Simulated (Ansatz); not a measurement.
A single point on `FB1BO[SiH2]1`.

```yaml
crystal:
  periodic: [false, false, false]
  atoms:
    - {symbol: F, position_ang: [-0.634572, -0.912059, 2.235563]}
    - {symbol: B, position_ang: [-0.229184, -0.367207, 1.119906]}
    - {symbol: B, position_ang: [0.848609, 0.890922, 0.568507]}
    - {symbol: O, position_ang: [0.644439, 0.766743, -0.775904]}
    - {symbol: Si, position_ang: [-0.499608, -0.512992, -0.897421]}
    - {symbol: H, position_ang: [1.607310, 1.712252, 0.996766]}
    - {symbol: H, position_ang: [-1.722136, -0.018941, -1.588749]}
    - {symbol: H, position_ang: [0.077344, -1.615718, -1.714568]}
basis:
  gaussian: {orbitals: def2-QZVPP}
correlation: {method: mp2}
```

```sh
$ ansatz run in.yaml --threads 4 --pin off --events-out ev --progress --plain
```

Output, abridged:

```
Functional definition: HF
2350 factors; integrals over basis functions are off by at most 1.1e-3 eV
mean field evaluation 1: about -13997.5370 eV, gradient 4.2e1 eV
mean field evaluation 2: about -13997.6671 eV, gradient 4.3e1 eV
mean field evaluation 4: about -14001.5252 eV, gradient 4.3e0 eV
mean field evaluation 8: about -14001.6099 eV, gradient 3.6e-1 eV
mean field -14001.61063489 eV, -514.5497001997 hartree, gradient 2.6e-6 eV, S^2 0.000000; 0 other end points of the search recorded, 0 dependent functions left out
9 core orbitals not correlated: weight in the atoms' cores, before any rotation towards them, 1.000 or more for the frozen orbitals, at most 0.000 for the correlated occupied ones
reference -14001.61063489 eV, -514.5497001997 hartree; 13, 13 occupied and 366, 366 virtual orbitals, 2350 factors
second order -22.94757008 eV of doubles, -0.00000000 eV of singles
Total energy: -14024.55820497 eV, -515.3930078458 hartree
```

It took 12 s on 4 threads of a server CPU on a shared host, with 1.8 GiB of host memory at the peak.
